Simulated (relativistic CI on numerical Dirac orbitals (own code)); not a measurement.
# Calculated levels, Se VI

Method of calculation: Dirac-Coulomb-Breit CI, KLI orbitals optimised for each configuration, model QED, valence Slater integrals scaled by 0.85, P86 correlation energy added to each configuration (own radial code, finite nucleus).

CI space (outside the closed core [Ar]): 3d¹⁰4s, 3d¹⁰4p, 3d¹⁰4d, 3d¹⁰4f, 3d¹⁰5s, 3d¹⁰5p, 3d⁹4s², 3d¹⁰5d, 3d¹⁰6s, 3d¹⁰6p, 3d¹⁰5f, 3d¹⁰5g, 3d¹⁰6d, 3d¹⁰7s, 3d⁹4s4p, 3d¹⁰7p, 3d¹⁰7d, 3d⁹4s4d. Double excitations out of closed p, d and f shells are left out; levels of such configurations are missing from the list, as are those of other unlisted configurations, and high levels can miss mixing partners.

The lowest level is 3d¹⁰4s ²S1/2, with 100 % of that term; Hund's rules for 3d¹⁰4s give ²S with J = 1/2, in agreement.

| No. | Configuration | Term | J | E (cm⁻¹) | % | Landé g |
| --- | --- | --- | --- | --- | --- | --- |
| 1 | 3d¹⁰4s | ²S | 1/2 | 0 | 100 | 2.002 |
| 2 | 3d¹⁰4p | ²P° | 1/2 | 111989 | 100 | 0.666 |
| 3 | 3d¹⁰4p | ²P° | 3/2 | 117451 | 100 | 1.334 |
| 4 | 3d¹⁰4d | ²D | 3/2 | 279012 | 100 | 0.799 |
| 5 | 3d¹⁰4d | ²D | 5/2 | 279658 | 100 | 1.200 |
| 6 | 3d¹⁰5s | ²S | 1/2 | 328125 | 100 | 2.002 |
| 7 | 3d¹⁰5p | ²P° | 1/2 | 369963 | 100 | 0.666 |
| 8 | 3d¹⁰5p | ²P° | 3/2 | 371955 | 100 | 1.334 |
| 9 | 3d¹⁰4f | ²F° | 7/2 | 405178 | 100 | 1.143 |
| 10 | 3d¹⁰4f | ²F° | 5/2 | 405204 | 100 | 0.857 |
| 11 | 3d⁹4s² | ²D | 5/2 | 416891 | 99 | 1.199 |
| 12 | 3d⁹4s² | ²D | 3/2 | 423695 | 99 | 0.798 |
| 13 | 3d¹⁰5d | ²D | 3/2 | 437226 | 99 | 0.799 |
| 14 | 3d¹⁰5d | ²D | 5/2 | 437462 | 100 | 1.200 |
| 15 | 3d¹⁰6s | ²S | 1/2 | 457632 | 100 | 2.002 |
| 16 | 3d¹⁰6p | ²P° | 1/2 | 477824 | 100 | 0.666 |
| 17 | 3d¹⁰6p | ²P° | 3/2 | 478804 | 100 | 1.334 |
| 18 | 3d¹⁰5f | ²F° | 7/2 | 494850 | 100 | 1.143 |
| 19 | 3d¹⁰5f | ²F° | 5/2 | 494860 | 100 | 0.857 |
| 20 | 3d¹⁰5g | ²G | 7/2 | 497071 | 100 | 0.889 |
| 21 | 3d¹⁰5g | ²G | 9/2 | 497074 | 100 | 1.111 |
| 22 | 3d⁹4s4p | ⁴P° | 5/2 | 501784 | 94 | 1.585 |
| 23 | 3d⁹4s4p | ⁴P° | 3/2 | 506493 | 88 | 1.660 |
| 24 | 3d⁹4s4p | ⁴F° | 7/2 | 507498 | 80 | 1.242 |
| 25 | 3d⁹4s4p | ⁴F° | 5/2 | 507604 | 68 | 1.004 |
| 26 | 3d⁹4s4p | ⁴F° | 9/2 | 509461 | 100 | 1.333 |
| 27 | 3d⁹4s4p | ⁴P° | 1/2 | 510431 | 94 | 2.525 |
| 28 | 3d⁹4s4p | ⁴F° | 3/2 | 510626 | 94 | 0.462 |
| 29 | 3d¹⁰6d | ²D | 3/2 | 511741 | 100 | 0.799 |
| 30 | 3d¹⁰6d | ²D | 5/2 | 511885 | 100 | 1.200 |

Energies count from the lowest computed level; ° marks odd parity.

The mean weight of the leading LS term, summed over parents, in these 30 levels is 97 %, and that of the leading jj configuration (from the same eigenvectors) 93 %.

At this charge configurations can still be misplaced by up to about 7 % of their energy. 5 of the 5 excited levels that our extract of the measured tables holds in this range could be paired (the sources list more); they are missed by 2984 cm⁻¹ on average and 5469 at most, and levels without a partner can miss by more.

LS names give the leading component of a level, which can be under half, so a name can repeat, a term be missing and a line seem to break the LS rules.
